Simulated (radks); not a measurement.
Ne+, 9 electrons, occupied as [He] 2s2 2p5. All-electron calculation, scalar-relativistic Kohn-Sham, BLYP, spin-polarised, spherical densities, point nucleus; open shells are filled with parallel spins first. Program: a radial shooting solver on a logarithmic mesh with Libxc functionals.

Normalised radial functions P(r) = r R(r), r in bohr:

r        1s down  2p down
0.01562   0.8175   0.0070
0.02134   1.0539   0.0127
0.02916   1.3307   0.0228
0.03983   1.6335   0.0403
0.05441   1.9299   0.0701
0.07375   2.1604   0.1173
0.1007    2.2650   0.1932
0.1376    2.1636   0.3054
0.188     1.8237   0.4581
0.2569    1.3000   0.6431
0.3482    0.7538   0.8266
0.4756    0.3214   0.9685
0.6498    0.0921   1.0034
0.8877    0.0155   0.9000
1.213     0.0013   0.6844
1.644     0.0000   0.4342
2.245     0.0000   0.2139
3.068     0.0000   0.0759

1s down: eigenvalue -853.81 eV, 0 radial nodes, <r> = 0.158 bohr, 90 % of the charge inside 0.282 bohr. 2p down: eigenvalue -31.189 eV, 0 radial nodes, <r> = 0.894 bohr, 90 % of the charge inside 1.55 bohr.
